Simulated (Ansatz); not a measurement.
Gas-phase electronic energies from Ansatz, PBE0-D4/def2-TZVP geometries. CCSD(T)/CBS is the MP2 limit (def2-TZVPP, def2-QZVPP) plus CCSD(T) − MP2 in def2-TZVPP, frozen cores. DFT in def2-TZVPP. B3LYP here is the variant with VWN-RPA as its local correlation; programs differ in this. One conformer a species, not always the lowest.

Reaction (ligand exchange at the Si–O bond): `C[SiH](F)O[SiH2]O` + `N[SiH](O)Cl` → `O[SiH2]N[SiH](O)Cl` + `C[SiH](O)F`

`C[SiH](F)O[SiH2]O`:

Z-matrix (Å, degrees):
```
C
Si 1 1.845
H 1 1.093 2 110.5
H 1 1.093 2 111.0 3 -120.0
H 1 1.093 2 110.4 3 119.7
F 2 1.604 1 108.2 3 -179.7
O 2 1.626 1 112.0 3 -61.3
H 2 1.479 1 113.7 3 61.5
Si 7 1.637 2 140.5 1 -73.7
O 9 1.639 7 111.5 2 4.8
H 9 1.477 7 109.0 2 121.1
H 9 1.483 7 107.3 2 -117.2
H 10 0.959 9 118.0 7 -69.5
```

`N[SiH](O)Cl`:

```xyz
8

N     0.081    0.284    1.170
Si   -0.317   -0.268   -0.388
O     0.273    0.730   -1.535
Cl    0.494   -2.156   -0.488
H     0.246   -0.367    1.919
H    -0.227    1.183    1.504
H    -1.749   -0.381   -0.723
H     1.198    0.975   -1.459
```

`O[SiH2]N[SiH](O)Cl`:

Cartesian coordinates in Å:
```
O 1.625 -0.495 -1.091
Si 1.462 0.833 -0.144
N -0.181 0.864 0.403
Si -1.379 -0.242 -0.097
O -0.862 -1.797 0.034
Cl -3.011 0.074 1.113
H 1.223 -1.312 -0.781
H 1.812 1.989 -1.001
H 2.360 0.823 1.044
H -0.449 1.540 1.104
H -1.792 -0.112 -1.502
H -0.808 -2.165 0.919
```

`C[SiH](O)F`:

Cartesian coordinates in Å:
```
C 0.994 -0.544 -0.226
Si -0.416 0.643 -0.055
O -1.847 -0.094 0.224
F -0.065 1.622 1.163
H 1.927 -0.007 -0.416
H 0.820 -1.232 -1.057
H 1.129 -1.134 0.685
H -0.635 1.481 -1.252
H -1.909 -0.734 0.934
```

| level | ΔE (kcal/mol) |
| --- | --- |
| PBE-D4 | 12.7 |
| B3LYP-D4 | 14.8 |
| ωB97M-V | 14.1 |
| B2PLYP | 15.1 |
| PBE | 13.1 |
| r2SCAN | 14.3 |
| HF/def2-QZVPP | 18.3 |
| MP2/CBS(def2) | 14.2 |

Problem. What does CCSD(T)/CBS give? (An estimate is asked.)

Solution. Computed: +14.3 kcal/mol. The listed levels differ from it by -1.6, 0.5, -0.2, 0.8, -1.2, 0.0, 4.0, -0.1 kcal/mol.

Largest T1 diagnostic among the species: 0.011.

In def2-TZVPP, CCSD(T) changes the Hartree–Fock value by −3.9 kcal/mol (the triples alone add −0.6 kcal/mol) and MP2 by −4.0 kcal/mol. The D4 term adds −0.7 kcal/mol with B3LYP and −0.3 kcal/mol with PBE0; it sums over pairs of atoms, weighted by their polarisabilities, and B3LYP, whose exchange is more repulsive, gets the larger term.
